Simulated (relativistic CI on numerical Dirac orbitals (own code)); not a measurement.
Line list: Electric-dipole lines, Yb²¹⁺

These numbers are calculated, not measured: Dirac-Coulomb-Breit CI, orbitals from a KLI potential per configuration, model QED (radiative potential, 1s self-energy scaled to tabulated hydrogen-like ionisation energies), unscaled Slater integrals (own radial code, finite nucleus).

Configuration list (outside the closed core [Ar] 3d10): 4s²4p⁶4d¹⁰4f³, 4s²4p⁶4d¹⁰4f²5s, 4s²4p⁶4d¹⁰4f5s², 4s²4p⁶4d¹⁰4f²5p, 4s²4p⁶4d⁹4f⁴, 4s²4p⁶4d¹⁰4f5s5p, 4s²4p⁶4d¹⁰4f5p², 4s²4p⁶4d¹⁰4f5s5d, 4s²4p⁶4d¹⁰4f²5d, 4s²4p⁶4d¹⁰4f5p5d, 4s²4p⁵4d¹⁰4f⁴, 4s²4p⁶4d⁹4f²5s², 4s²4p⁶4d⁹4f³5s, 4s²4p⁶4d¹⁰4f²5f, 4s²4p⁶4d¹⁰4f5d², 4s²4p⁶4d⁹4f²5s5p, 4s²4p⁶4d¹⁰4f²6s, 4s²4p⁶4d¹⁰4f²6p, 4s4p⁶4d¹⁰4f⁴, 4s²4p⁶4d⁹4f³5p, 4s²4p⁶4d¹⁰4f²5g, 4s²4p⁶4d¹⁰4f²6d, 4s²4p⁵4d¹⁰4f²5s², 4s²4p⁶4d¹⁰4f²6f, 4s²4p⁶4d⁸4f³5s², 4s²4p⁶4d¹⁰4f²7s, 4s²4p⁶4d¹⁰4f²7p, 4s²4p⁵4d¹⁰4f²5s5p, 4s4p⁶4d¹⁰4f²5s². Levels of other configurations are missing.

```
λ vac (nm)                          Lower                          Upper   A (s⁻¹)  log gf  S velocity/length
    6.9414      4s²4p⁶4d¹⁰4f³ ⁴I°15/2 [5]   4s²4p⁶4d¹⁰4f²5d ⁴H13/2 [277]  1.05e+11    0.03               0.91
    6.9580      4s²4p⁶4d¹⁰4f³ ⁴I°15/2 [5]   4s²4p⁶4d¹⁰4f²5d ⁴I15/2 [263]  8.03e+10   -0.03               0.95
    6.9698      4s²4p⁶4d¹⁰4f³ ⁴I°13/2 [3]   4s²4p⁶4d¹⁰4f²5d ²I11/2 [223]  1.03e+11   -0.05               0.92
    6.9789      4s²4p⁶4d¹⁰4f³ ⁴I°11/2 [2]    4s²4p⁶4d¹⁰4f²5d ⁴H9/2 [195]  7.14e+10   -0.28               0.93
    6.9986      4s²4p⁶4d¹⁰4f³ ⁴I°13/2 [3]   4s²4p⁶4d¹⁰4f²5d ⁴H11/2 [209]  1.02e+11   -0.05               0.94
    7.0050      4s²4p⁶4d¹⁰4f³ ⁴I°13/2 [3]   4s²4p⁶4d¹⁰4f²5d ⁴I13/2 [205]  7.01e+10   -0.14               0.94
    7.0075      4s²4p⁶4d¹⁰4f³ ⁴I°15/2 [5]   4s²4p⁶4d¹⁰4f²5d ⁴H13/2 [234]  9.84e+10    0.01               0.92
    7.0135       4s²4p⁶4d¹⁰4f³ ⁴I°9/2 [1]    4s²4p⁶4d¹⁰4f²5d ⁴H7/2 [167]  2.46e+11    0.16               0.91
    7.0179      4s²4p⁶4d¹⁰4f³ ⁴I°11/2 [2]    4s²4p⁶4d¹⁰4f²5d ⁴H9/2 [178]  8.22e+10   -0.22               0.94
    7.0277     4s²4p⁶4d¹⁰4f³ ²K°15/2 [18]   4s²4p⁶4d¹⁰4f²5d ²K13/2 [345]  1.35e+11    0.15               0.91
    7.0376      4s²4p⁶4d¹⁰4f³ ⁴I°11/2 [2]   4s²4p⁶4d¹⁰4f²5d ⁴I11/2 [173]  9.32e+10   -0.08               0.94
    7.0518       4s²4p⁶4d¹⁰4f³ ²H°9/2 [6]    4s²4p⁶4d¹⁰4f²5d ²G7/2 [212]  1.24e+11   -0.13               0.92
    7.0557       4s²4p⁶4d¹⁰4f³ ⁴I°9/2 [1]    4s²4p⁶4d¹⁰4f²5d ⁴I9/2 [155]  1.15e+11   -0.07               0.96
    16.357    4s²4p⁶4d¹⁰4f²5p ⁴I°9/2 [66]   4s²4p⁶4d¹⁰4f²5d ⁴K11/2 [163]  1.13e+11    0.74               0.79
    16.368   4s²4p⁶4d¹⁰4f²5p ⁴I°11/2 [70]   4s²4p⁶4d¹⁰4f²5d ⁴K13/2 [189]  1.04e+11    0.77               0.80
    20.045   4s²4p⁶4d¹⁰4f²5p ⁴I°13/2 [97]   4s²4p⁶4d¹⁰4f²5d ⁴I15/2 [263]  6.30e+10    0.78               0.75
    20.126  4s²4p⁶4d¹⁰4f²5p ⁴I°15/2 [107]   4s²4p⁶4d¹⁰4f²5d ⁴K17/2 [319]  7.30e+10    0.90               0.76
    22.274    4s²4p⁶4d¹⁰4f²5s ²I13/2 [60]  4s²4p⁶4d¹⁰4f²5p ²K°15/2 [129]  3.96e+10    0.67               1.17
    22.617    4s²4p⁶4d¹⁰4f²5s ⁴H13/2 [49]  4s²4p⁶4d¹⁰4f²5p ⁴I°15/2 [107]  3.77e+10    0.66               1.12
    22.729    4s²4p⁶4d¹⁰4f²5s ⁴H11/2 [45]   4s²4p⁶4d¹⁰4f²5p ⁴I°13/2 [97]  3.03e+10    0.52               1.11
```

Terms are leading LS components. Brackets give the number of a level in order of energy, since labels repeat. The list gives strong lines, with weight on those to low levels, among the lowest 400 of 9879 levels, so that lines to higher ones, which can be the strongest, are missing. Levels whose partners in the same complex of configurations lie outside the list can be far off, and so can their lines. Rates are taken at the computed energies, electric ones in the length gauge. A velocity-to-length ratio far from 1 marks an uncertain rate.

At this charge transitions that keep the count of f electrons are usually good to a few per cent. Terms inside the open d or f shell come out 10 to 20 % too wide with unscaled integrals. Levels that differ in their count of f electrons can be misplaced by several ten thousand cm⁻¹, since the correlation energy of f electrons is missing or only estimated; rates across such gaps can be off by orders of magnitude.

LS names give the leading component of a level, which can be under half, so a name can repeat, a term be missing and a line seem to break the LS rules.
